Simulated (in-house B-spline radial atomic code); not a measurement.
Configurations of neutral cobalt, with energies counted from [Ar] 3d7 4s2. Computed with an all-electron radial atomic-structure program (B-spline basis): non-relativistic BLYP, spin-polarised, spherical fractional occupations, point nucleus. Shells without spins written out take the highest spin.

Occupations are held fixed; configurations that lie above the ionisation limit could autoionise.

```json
{"configuration": "[Ar] 3d7 4s1 5f1", "E - E(ref) (eV)": "7.7182", "highest orbital": "5f up", "its <r> (bohr)": "28.11"}
{"configuration": "[Ar] 3d(1 up, 5 down) 4s2 5s(0 up, 1 down)", "E - E(ref) (eV)": "10.584", "highest orbital": "5s down", "its <r> (bohr)": "7.595"}
{"configuration": "[Ar] 3d6 4s2 4d1", "E - E(ref) (eV)": "11.669", "highest orbital": "4d up", "its <r> (bohr)": "8.961"}
{"configuration": "[Ar] 3d(2 up, 4 down) 4s2 5p(1 up, 0 down)", "E - E(ref) (eV)": "14.54", "highest orbital": "5p up", "its <r> (bohr)": "9.898"}
{"configuration": "[Ne] 3s2 3p5 3d7 4s2 5p1", "E - E(ref) (eV)": "68.406", "highest orbital": "5p up", "its <r> (bohr)": "9.731"}
{"configuration": "[Ne] 3s2 3p5 3d7 4s2 5f1", "E - E(ref) (eV)": "69.74", "highest orbital": "5f up", "its <r> (bohr)": "27.98"}
{"configuration": "[Ne] 3s2 3p(3 up, 2 down) 3d(2 up, 5 down) 4s2 5s(0 up, 1 down)", "E - E(ref) (eV)": "71.142", "highest orbital": "5s down", "its <r> (bohr)": "7.598"}
```

Task: Order these further configurations by energy, lowest first.
A. [Ar] 3d6 4s2 4f1
B. [Ar] 3d8 4s1
C. [Ar] 3d(4 up, 3 down) 4s(1 up, 0 down) 4f(1 up, 0 down)
D. [Ar] 3d7 4s1 4f1
E. [Ne] 3s2 3p5 3d7 4s2 5s1

Result: B (-0.52268 eV), D (7.4789 eV), C (9.5725 eV), A (12.465 eV), E (67.614 eV).

Task: How far above the reference does [Ne] 3s2 3p5 3d8 4s2 lie?

Result: 56.282 eV; its least bound orbital is 4s down with <r> = 2.959 bohr.

Task: How far above the reference does [Ar] 3d(3 up, 4 down) 4s2 lie?

Result: 1.8802 eV; its least bound orbital is 4s up with <r> = 2.95 bohr.

Task: How far above the reference does [Ar] 3d7 4s1 4p1 lie?

Result: 3.3905 eV; its least bound orbital is 4p up with <r> = 3.906 bohr.

Task: Is the reference the lowest configuration at this level of theory?

Result: No: [Ar] 3d8 4s1 lies 0.5227 eV lower with this functional.
